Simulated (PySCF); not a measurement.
Harmonic spectrum computed at PBE0 in the def2-TZVP basis family (core potentials from Rb on, PySCF, no spin–orbit coupling):

| ω (cm⁻¹) | IR (km/mol) |
| --- | --- |
| 172 | 5.6 |
| 254 | 53.5 |
| 903 | 70.1 |

Task: Which molecule gave it? In each, all ligands are bound to the one heavy central atom.
A. IOBr (singlet)
B. InOBr (singlet)
C. GaOBr (singlet)
D. BiOBr (singlet)
E. SbOBr (singlet)

Result: E. It has Cs symmetry with Sb–Br 2.517 Å, Sb–O 1.793 Å.
